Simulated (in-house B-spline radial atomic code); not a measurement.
Neutral chlorine is squeezed into an impenetrable sphere of radius R (the orbitals vanish at R). Level of theory: non-relativistic PBE, spin-polarised, spherical fractional occupations, point nucleus; calculated with an all-electron radial atomic-structure program (B-spline basis).

Energies in eV above the free atom in [Ne] 3s2 3p5:

```json
{"R (bohr)": "8.95", "highest level (eV)": "-8.13", "[Ne] 3s2 3p5": "0.001443", "[Ne] 3s1 3p6": "11.89", "[Ne] 3s2 3p4 3d1": "11.6", "-dE/dV in [Ne] 3s2 3p5 (GPa)": "0.00248"}
{"R (bohr)": "6.13", "highest level (eV)": "-7.92", "[Ne] 3s2 3p5": "0.1294", "[Ne] 3s1 3p6": "12.02", "[Ne] 3s2 3p4 3d1": "12.95", "-dE/dV in [Ne] 3s2 3p5 (GPa)": "0.473"}
{"R (bohr)": "5.36", "highest level (eV)": "-7.56", "[Ne] 3s2 3p5": "0.4452", "[Ne] 3s1 3p6": "12.35", "[Ne] 3s2 3p4 3d1": "13.92", "-dE/dV in [Ne] 3s2 3p5 (GPa)": "2.15"}
{"R (bohr)": "4.32", "highest level (eV)": "-6.03", "[Ne] 3s2 3p5": "2.463", "[Ne] 3s1 3p6": "14.52", "[Ne] 3s2 3p4 3d1": "17.31", "-dE/dV in [Ne] 3s2 3p5 (GPa)": "19.1"}
{"R (bohr)": "3.78", "highest level (eV)": "-3.96", "[Ne] 3s2 3p5": "6.212", "[Ne] 3s1 3p6": "18.52", "[Ne] 3s2 3p4 3d1": "22.13", "-dE/dV in [Ne] 3s2 3p5 (GPa)": "65.3"}
{"R (bohr)": "3", "highest level (eV)": "3.53", "[Ne] 3s2 3p5": "25.36", "[Ne] 3s1 3p6": "38.67", "[Ne] 3s2 3p4 3d1": "43.47", "-dE/dV in [Ne] 3s2 3p5 (GPa)": "453"}
{"R (bohr)": "2.55", "highest level (eV)": "13.9", "[Ne] 3s2 3p5": "60.12", "[Ne] 3s1 3p6": "74.68", "[Ne] 3s2 3p4 3d1": "79.72", "-dE/dV in [Ne] 3s2 3p5 (GPa)": "1570"}
{"R (bohr)": "2.29", "highest level (eV)": "24.4", "[Ne] 3s2 3p5": "101.4", "[Ne] 3s1 3p6": "117", "[Ne] 3s2 3p4 3d1": "121.6", "-dE/dV in [Ne] 3s2 3p5 (GPa)": "3410"}
{"R (bohr)": "1.71", "highest level (eV)": "78.9", "[Ne] 3s2 3p5": "359.5", "[Ne] 3s1 3p6": "378", "[Ne] 3s2 3p4 3d1": "375", "-dE/dV in [Ne] 3s2 3p5 (GPa)": "24800"}
{"R (bohr)": "1.49", "highest level (eV)": "127", "[Ne] 3s2 3p5": "614.3", "[Ne] 3s1 3p6": "632.7", "[Ne] 3s2 3p4 3d1": "620.2", "-dE/dV in [Ne] 3s2 3p5 (GPa)": "60300"}
```

Does [Ne] 3s1 3p6 fall below [Ne] 3s2 3p5 under compression?

No, it stays above over the whole range.

Does [Ne] 3s2 3p4 3d1 fall below [Ne] 3s2 3p5 under compression?

No, it stays above over the whole range.

The highest level is first positive in the row R = 3 bohr, pushed up by confinement above the zero of the free ion's potential. Each configuration is held fixed and needn't be the lowest in the sphere.
